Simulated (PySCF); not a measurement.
TaOCl2, SMILES [Ta+]([Cl])(=[O])[Cl], charge +1, multiplicity 1. The structure is a stationary point at B3LYP-D3(BJ)/def2-SVP. The spin state was assumed, not searched. The isomer is the one that the SMILES or the coordinates give; other isomers of the formula were not compared. The def2 effective core potentials stand for the cores of Ta; spin–orbit coupling is left out.

These are PySCF 2.14.0 with B3LYP-D3(BJ)/def2-SVP values and carry that method's errors.

Harmonic wavenumbers (cm⁻¹): 119, 198, 242, 440, 445, 1052. Rotational constants (GHz): 3.487, 1.966, 1.461; symmetry number 1.

Problem. Work out the zero-point energy and the ideal-gas rigid-rotor harmonic-oscillator thermochemistry at 298.15 K and 1 atm.

Solution. ZPE = ½ Σ hcν = ½ × 2497 cm⁻¹ = 14.93 kJ/mol. H − E(el) = 30.97 kJ/mol. Entropy in J/(mol K): translation 178.47, rotation 116.58, vibration 36.65, total 331.70. G − E(el) = -67.93 kJ/mol. Cp = 69.36 J/(mol K). Modes under 150 cm⁻¹ make the vibrational entropy uncertain.
